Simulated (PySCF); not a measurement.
C3H7BO. Atoms are numbered in the order given.

```xyz
12

O      1.9268     0.1218    -0.2530
B      0.6144     0.0679     0.0471
C     -0.5454     1.1259    -0.1284
C     -1.4810    -0.1175    -0.1254
C     -0.4044    -1.0794     0.4584
H      2.3710    -0.7224    -0.1176
H     -0.6893     1.7377     0.7782
H     -0.5731     1.7956    -1.0008
H     -1.7558    -0.4096    -1.1507
H     -2.4121    -0.0259     0.4563
H     -0.5032    -1.1669     1.5540
H     -0.3390    -2.0965     0.0411
```

The structure is a stationary point at PBE0-D3(BJ)/def2-SVP. The values are those of a single conformer.

These are PBE0/pcSseg-1 in PySCF values and carry that method's errors.

GIAO shieldings, no solvent; atoms listed in one row are averaged. δ = σ(ref) − σ: ¹⁷O against H2O (σ = 334.2 ppm); ¹¹B against BF3 (σ = 88.8 ppm); ¹³C against TMS (σ = 186.3 ppm); ¹H against TMS (σ = 31.56 ppm), references at their B3LYP-D3(BJ)/def2-TZVP geometries, non-relativistic.

Task: Estimate the chemical shifts. (Estimate from the structure and the level; the computed values follow.)

Result: 
| nucleus | atoms | count | δ (ppm) |
|---|---|---|---|
| ¹⁷O | O1 | 1 | 182.5 |
| ¹¹B | B2 | 1 | 43.4 |
| ¹³C | C3, C5 | 2 | 23.5 |
| ¹³C | C4 | 1 | 15.8 |
| ¹H | H6 | 1 | 5.62 |
| ¹H | H10 | 1 | 2.26 |
| ¹H | H9 | 1 | 1.69 |
| ¹H | H7 | 1 | 1.63 |
| ¹H | H8 | 1 | 1.56 |
| ¹H | H11 | 1 | 1.52 |
| ¹H | H12 | 1 | 1.31 |
